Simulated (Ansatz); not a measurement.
Consider the substitution at a C–O bond: `CO[Si](F)(F)F` + `[CH3][SnH]([F])[SH]` → `C[S][SnH]([CH3])[F]` + `O[Si](F)(F)F`.

Isolated molecules relaxed with PBE0-D4/def2-TZVP in Ansatz; ΔE leaves out vibrations. CCSD(T)/CBS adds triple-zeta CCSD(T) − MP2 to the extrapolated MP2 energy (def2 sets, frozen cores). DFT in def2-TZVPP. HSE06 is defined as in plane-wave codes. Elements past krypton have def2 core potentials. For Sn outer-core shells are correlated without core-valence functions, which leaves a few kJ/mol of doubt a bond. Each species was taken in one conformer, which may not be the lowest.

`CO[Si](F)(F)F`:

Z-matrix (Å, degrees):
```
C
O 1 1.417
H 1 1.093 2 110.9
H 1 1.093 2 110.9 3 -121.7
H 1 1.089 2 107.6 3 119.1
Si 2 1.596 1 127.0 3 61.4
F 6 1.566 2 108.3 1 179.8
F 6 1.574 2 112.2 1 -60.3
F 6 1.574 2 112.2 1 59.8
```

`[CH3][SnH]([F])[SH]`:

Cartesian coordinates in Å:
```
C 1.155 0.681 -0.170
Sn -0.631 -0.411 -0.509
F -0.039 -2.246 -0.562
S -2.177 -0.228 1.302
H 0.930 1.743 -0.072
H 1.617 0.318 0.748
H 1.838 0.523 -1.004
H -1.490 -0.190 -1.961
H -1.204 -0.189 2.228
```

`C[S][SnH]([CH3])[F]`:

```xyz
12

C    -1.507    0.107    1.501
S    -1.446    1.429    0.253
Sn    0.670    0.960   -0.725
C     0.944   -1.090   -1.214
F     1.968    1.228    0.684
H    -2.439    0.247    2.049
H    -1.519   -0.881    1.041
H    -0.675    0.188    2.200
H     1.019    2.132   -1.910
H     0.212   -1.398   -1.961
H     0.821   -1.689   -0.313
H     1.951   -1.232   -1.605
```

`O[Si](F)(F)F`:

```xyz
6

O     0.291    0.415   -1.169
Si    0.024   -0.234    0.274
F    -1.490   -0.591    0.500
F     0.444    0.723    1.448
F     0.871   -1.546    0.367
H    -0.140    1.232   -1.420
```

(1) Is it downhill or uphill in electronic energy at CCSD(T)/CBS, and by how much? (Estimate.)

(2) What do these levels give: BLYP-D4, r2SCANh-D4, BLYP, HSE06, CCSD/def2-TZVPP, CCSD(T)/def2-TZVPP? (Estimate.)

(3) What do rigid-rotor, harmonic-oscillator terms from PBE0-D4/def2-TZVP frequencies (298.15 K, 1 bar) make of the CCSD(T)/CBS value? (An estimate is asked.)

Largest T1 diagnostic among the species: 0.013.

Results:

(1) Ansatz gave: Downhill: ΔE = -41.5 kJ/mol.

(2) Ansatz gave: BLYP-D4 -33.9, r2SCANh-D4 -38.1, BLYP -30.0, HSE06 -37.5, CCSD/def2-TZVPP -34.0, CCSD(T)/def2-TZVPP -36.5 kJ/mol.

(3) Computed: ΔZPE = +2.7 kJ/mol, ΔH = -38.8 kJ/mol, ΔS = -1 J/(mol·K), ΔG = -38.5 kJ/mol. Modes under 50 cm⁻¹ make the entropy rough.

At CCSD(T), def2-SVP lies +21.5 kJ/mol from the extrapolated value and def2-TZVPP +5.0 kJ/mol. The D4 term adds −3.2 kJ/mol with B3LYP and −1.7 kJ/mol with PBE0; it sums over pairs of atoms, weighted by their polarisabilities, and B3LYP, whose exchange is more repulsive, gets the larger term. In def2-TZVPP, CCSD(T) changes the Hartree–Fock value by −14.8 kJ/mol (the triples alone add −2.5 kJ/mol) and MP2 by −22.5 kJ/mol.

B3LYP here is the variant with VWN-RPA as its local correlation; programs differ in this.
